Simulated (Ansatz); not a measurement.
Consider the redistribution: `C[SiH](Cl)[SnH3]` + `[OH][Sn][Br]` → `C[SiH](O)[SnH3]` + `[Cl][Sn][Br]`.

Isolated molecules relaxed with PBE0-D4/def2-TZVP in Ansatz; ΔE leaves out vibrations. CCSD(T)/CBS is the MP2 limit (def2-TZVPP, def2-QZVPP) plus CCSD(T) − MP2 in def2-TZVPP, frozen cores. Functionals use def2-TZVPP. B3LYP here is the variant with VWN-RPA as its local correlation; programs differ in this. Elements past krypton have def2 core potentials. For Br, Sn outer-core shells are correlated without core-valence functions, which leaves a few kJ/mol of doubt a bond. Scalar relativity is left out up to krypton. Each species was taken in one conformer, which may not be the lowest.

| level | ΔE (kJ/mol) |
| --- | --- |
| r2SCAN-D4 | -54.3 |
| ωB97X-V | -52.1 |
| B3LYP | -60.4 |
| CCSD(T)/def2-TZVPP | -52.3 |

(1) What does CCSD(T)/CBS give? (Estimate.)

Largest T1 diagnostic among the species: 0.015.

Answers

(1) The calculation gave: -51.8 kJ/mol. The listed levels differ from it by -2.5, -0.3, -8.6, -0.5 kJ/mol.

From PBE to PBE0 (25 % exact exchange), in def2-TZVPP and without D4, ΔE moves by −5.0 kJ/mol. In def2-TZVPP, CCSD(T) changes the Hartree–Fock value by +18.2 kJ/mol (the triples alone add +3.1 kJ/mol) and MP2 by +19.9 kJ/mol.
